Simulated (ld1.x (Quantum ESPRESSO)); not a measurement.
Before and after: PAW potential for indium (In)

ld1.x (Quantum ESPRESSO) 7.5 input, shortened:

```
&input
   title='In', zed=49., rel=1, dft='PBE', iswitch=3,
   config='[Kr] 4d10 5s1 5p2'
 /
 &inputp
   pseudotype=3, lpaw=.true., tm=.true., lloc=-1, rcloc=2.00,
   nlcc=.true., new_core_ps=.true.,
   which_augfun='BESSEL', rmatch_augfun=1.40
 /
6
5S  1  0   1.00   0.00  1.60  2.00  0.0
5S  1  0   0.00   3.80  1.60  2.00  0.0
5P  2  1   2.00   0.00  2.40  3.05  0.0
5P  2  1   0.00   0.55  2.40  3.05  0.0
4D  3  2  10.00   0.00  1.75  1.90  0.0
4D  3  2   0.00  -0.65  1.75  1.90  0.0
 &test
   configts(1)='4d10 5s1 5p2'
 /
```

Change: local potential all-electron potential smoothed inside 2.90 bohr (lloc = -1).

Cutoffs: the cutoffs (Ry, on a coarse ladder) from which the occupation-weighted sum of valence levels, in a spherical-Bessel basis at the reference potential, stays within 10 and 1 mRy of its value at 400 Ry; they do not see the model core or the augmentation charge, which bear on the density cutoff. Errors are all-electron minus pseudo energies relative to the spin-unpolarised reference configuration.

What does the change do?

The potential gets neither clearly harder nor softer (35 Ry and 55 Ry → 35 Ry and 55 Ry); of the 7 tests that both files solve, the error grows in 7 and shrinks in 0 by more than 15 % and 0.3 meV (median size 1.6 → 42.6 meV); neither file shows a bound ghost.

```csv
quantity,base,changed
"cutoff, loose",35 Ry,35 Ry
"cutoff, tight",55 Ry,55 Ry
bound ghosts,none,none
"error for 4d10 5s2 5p1, meV [ΔE -5.84 eV]",+1.0,+22
"error for 4d10 5s2 5p0, meV [ΔE -0.48 eV]",+3.0,+69
"error for 4d10 5s1 5p0, meV [ΔE 18.76 eV]",+1.6,+43
"error for 4d9 5s2 5p1, meV [ΔE 19.27 eV]",-83,+461
"error for 4d10 5s1 5p1, meV [ΔE 6.12 eV]",-0.6,+2.9
"error for 4d10 5s2 5p0.5, meV [ΔE -3.90 eV]",+1.5,+37
"error for 4d9 5s2 5p2, meV [ΔE 12.47 eV]",-59,+216
s: phases at 3.29 bohr within 0.05 rad from the reference energy up to (Ry; the scan ends near 5),to the end of the scan,to the end of the scan
p: phases at 3.29 bohr within 0.05 rad from the reference energy up to (Ry; the scan ends near 5),2.3,2.4
d: phases at 3.29 bohr within 0.05 rad from the reference energy up to (Ry; the scan ends near 5),to the end of the scan,4.0
lowest overlap eigenvalue by channel,"s 0.64, p 0.51, d 0.59","s 0.73, p 0.62, d 0.66"
```
